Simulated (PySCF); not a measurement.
## Bonding in `CN(C)C(=O)[Si@H]1CC[SiH2]O1`

C5H13NO2Si2.
Atom-mapped SMILES: `[CH3:1][N:2]([CH3:3])[C:4](=[O:5])[Si@H:6]1[CH2:7][CH2:8][SiH2:9][O:10]1` (hydrogens: H11, H12, H13 on C1; H14, H15, H16 on C3; H17 on Si6; H18, H19 on C7; H20, H21 on C8; H22, H23 on Si9)

Geometry (PBE0-D3(BJ)/def2-SVP, Å), atoms numbered from 1 in this order:
```xyz
23
C5H13NO2Si2 angstrom
C     -3.3346    0.9009   -0.3740
N     -2.1154    0.1886   -0.0797
C     -2.0521   -0.5372    1.1623
C     -1.1018    0.2095   -0.9774
O     -1.1545    0.8074   -2.0509
Si     0.6171   -0.5974   -0.8540
C      1.9339    0.7580   -0.9390
C      3.1590    0.2676   -0.1392
Si     2.4928   -0.7846    1.2881
O      1.0519   -1.3313    0.6080
H     -3.2158    1.3936   -1.3472
H     -3.5411    1.6593    0.3999
H     -4.1925    0.2087   -0.4171
H     -2.1871    0.1426    2.0214
H     -1.0792   -1.0359    1.2630
H     -2.8470   -1.3017    1.2099
H      0.6731   -1.6048   -1.9490
H      2.1834    1.0465   -1.9714
H      1.4968    1.6549   -0.4667
H      3.7897   -0.3866   -0.7662
H      3.8044    1.0967    0.1935
H      2.1975    0.0101    2.5204
H      3.3658   -1.9369    1.6556
```

Bond orders from the PBE0/pcSseg-1 density (PySCF). The structure is a single PBE0-D3(BJ)/def2-SVP conformer in the gas phase; no vibrational or solvent corrections.

(1) How far do the computed orders between heavy atoms stray from the drawn ones?

(2) Set the Mayer orders of the bonds between heavy atoms beside their lengths.

Results:

(1) The largest departure is 0.261, at C4–O5 (drawn double, 1.739). Drawn single, order above 1.12: N2–C4 (1.122). Drawn single, order below 0.88: C4–Si6 (0.831) and O10–Si6 (0.858).

(2) 
| bond | drawn as | length (Å) | Mayer order |
| --- | --- | --- | --- |
| C1–N2 | single | 1.442 | 0.934 |
| N2–C3 | single | 1.440 | 0.942 |
| N2–C4 | single | 1.354 | 1.122 |
| C4–O5 | double | 1.230 | 1.739 |
| C4–Si6 | single | 1.903 | 0.831 |
| Si6–C7 | single | 1.892 | 0.926 |
| C7–C8 | single | 1.543 | 1.006 |
| C8–Si9 | single | 1.894 | 0.919 |
| Si9–O10 | single | 1.685 | 0.903 |
| O10–Si6 | single | 1.693 | 0.858 |

By pair of heavy elements: C–N: lowest C1–N2 (0.934, 1.442 Å), highest N2–C4 (1.122, 1.354 Å). C–Si: lowest C4–Si6 (0.831, 1.903 Å), highest Si6–C7 (0.926, 1.892 Å). O–Si: lowest O10–Si6 (0.858, 1.693 Å), highest Si9–O10 (0.903, 1.685 Å).

Problem. And the bonds to hydrogen?

Solution. C–H: 0.94 to 0.96 (10 bonds); H–Si: 0.93 (3 bonds).

Problem. Sum the orders of all bonds at each heavy atom with more than one neighbour and set the sums beside the valence in the SMILES.

Solution. C1 3.805 (drawn 4), N2 2.998 (drawn 3), C3 3.797 (drawn 4), C4 3.692 (drawn 4), Si6 3.548 (drawn 4), C7 3.816 (drawn 4), C8 3.814 (drawn 4), Si9 3.676 (drawn 4), O10 1.761 (drawn 2). Orders between atoms that aren't bonded are not in these sums.

Mayer orders depend on the basis set.
